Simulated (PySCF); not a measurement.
Input file for PySCF: R-HF/STO-3G on CH6GaNO (SMILES [CH3][Ga]([NH2])[OH]), a point of a torsion scan.

```python
from pyscf import gto, scf, dft, mp
from pyscf.data.elements import chemcore

mol = gto.M(
    atom='''
    C    -1.34121516   -0.96636496    0.18325984
    Ga    0.03317019    0.48368714   -0.16991334
    N    -0.28880729    2.25223741   -0.53462919
    O     1.74641262    0.22356745   -0.01518700
    H    -1.50207346   -1.06210008    1.25742449
    H    -0.98319181   -1.92233005   -0.19981086
    H    -2.29053243   -0.72124269   -0.28754871
    H    -1.12594276    2.55773248   -1.01500470
    H     0.49971497    2.80114213   -0.85910632
    H     2.27100426   -0.52436727    0.25582646
    ''',
    basis='sto-3g',
    charge=0, spin=0, verbose=3, max_memory=1800)
mf = scf.RHF(mol)
mf.conv_tol = 1e-8
mf.max_cycle = 100
mf.kernel()
if not mf.converged:
    mf = mf.newton().run(mf.mo_coeff, mf.mo_occ)
```

Q: Give the final energy of this run.

A: -2069.3939 hartree.
